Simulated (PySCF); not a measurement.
## Radial density of Bi⁶⁸⁺ (bismuth, charge +68)

UHF, [Ne] 3s2 3p3, high-spin 4S determinant. Computed with PySCF 2.14 in an even-tempered Gaussian basis (17 s from 21 bohr⁻², ratio 2.5; 12 p from 28 bohr⁻², ratio 2.5; 4 d from 110 bohr⁻², ratio 2.7; 4 f from 160 bohr⁻², ratio 2.7), with scalar relativity by spin-free X2C-1e.

```tsv
r (bohr)	4πr²ρ (e/bohr)	4πr²(ρα − ρβ)
0.0197	96.69	5.4866
0.0332	120.8	9.3844
0.0559	129.2	3.0891
0.0940	51.31	5.8322
0.158	41.41	23.1276
0.266	5.937	3.6695
0.447	0.02689	0.0138
```

Densities and radii are taken from the X2C orbitals without a picture-change correction, which distorts them close to the nucleus.

Spin-orbit coupling, which splits the p, d and f shells strongly at this Z, is absent. Spin-orbit coupling is strong in this species (close to jj coupling), so the high-spin LS determinant is a model state, not a physical level.
